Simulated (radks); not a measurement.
Trend from Mg3+ to Ar3+: ionisation energy by Delta-SCF between NIST ground configurations, and size. All-electron calculation, scalar-relativistic Kohn-Sham, r2SCAN, spin-polarised, spherical densities, finite nucleus; open shells are filled with parallel spins first; meta-GGA in the generalised Kohn-Sham scheme; Fermi nuclear charge, rms radius of each element as measured or else 0.836 A^(1/3) + 0.57 fm. Program: a radial shooting solver on a logarithmic mesh with Libxc functionals.

\begin{tabular}{lrrrrrr}
species & configuration & IE (eV) & NIST (eV) & kind & -e(HOMO) (eV) & r at 0.001 e/bohr^3 (bohr) \\ \hline
Mg3+ & [He] 2s2 2p5 & 109.94 & 109.27 & semi-emp. & 95.426 (2p) & 2.02 \\
Al3+ & [Ne] & 121.62 & 119.99 & exp. & 105.74 (2p) & 1.96 \\
Si3+ & [Ne] 3s1 & 45.106 & 45.142 & exp. & 40.657 (3s) & 3.03 \\
P3+ & [Ne] 3s2 & 50.750 & 51.444 & exp. & 45.820 (3s) & 3.08 \\
S3+ & [Ne] 3s2 3p1 & 47.047 & 47.22 & semi-emp. & 41.044 (3p) & 3.10 \\
Cl3+ & [Ne] 3s2 3p2 & 53.543 & 53.2 & semi-emp. & 46.773 (3p) & 3.03 \\
Ar3+ & [Ne] 3s2 3p3 & 59.849 & 59.6 & semi-emp. & 52.402 (3p) & 2.95 \\
\end{tabular}

Reference values: NIST Atomic Spectra Database (exp. = measured, semi-emp. = semi-empirical, theory = theoretical value adopted there). Open shells are spherical and high-spin; term and fine-structure splittings are not resolved.
